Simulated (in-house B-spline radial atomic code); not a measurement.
Configurations of the tin ion Sn⁵⁺, with energies counted from [Kr] 4d9. Method: scalar-relativistic (X2C) TPSSh, spin-polarised, spherical fractional occupations, exact exchange averaged over the configuration, Fermi nucleus of rms radius 4.6519 fm. Calculated with an all-electron radial atomic-structure program (B-spline basis). Shells without spins written out take the highest spin.

Occupations are held fixed; configurations that lie above the ionisation limit could autoionise.

```json
{"configuration": "[Ar] 3d10 4s2 4p5 4d10", "E - E(ref) (eV)": "66.794", "highest orbital": "4d down", "its <r> (bohr)": "1.033"}
{"configuration": "[Ar] 3d10 4s2 4p5 4d9 5p1", "E - E(ref) (eV)": "106.88", "highest orbital": "5p up", "its <r> (bohr)": "2.11"}
{"configuration": "[Ar] 3d10 4s2 4p5 4d9 4f1", "E - E(ref) (eV)": "124.7", "highest orbital": "4f up", "its <r> (bohr)": "1.862"}
{"configuration": "[Ar] 3d10 4s2 4p5 4d9 5f1", "E - E(ref) (eV)": "138.32", "highest orbital": "5f up", "its <r> (bohr)": "3.859"}
```

Q: Order these further configurations by energy, lowest first.
A. [Kr] 4d8 5s1
B. [Ar] 3d10 4s2 4p5 4d9 5d1
C. [Kr] 4d8 5f1
D. [Kr] 4d8 5p1

A: A (27.601 eV), D (39.372 eV), C (70.802 eV), B (123.14 eV).
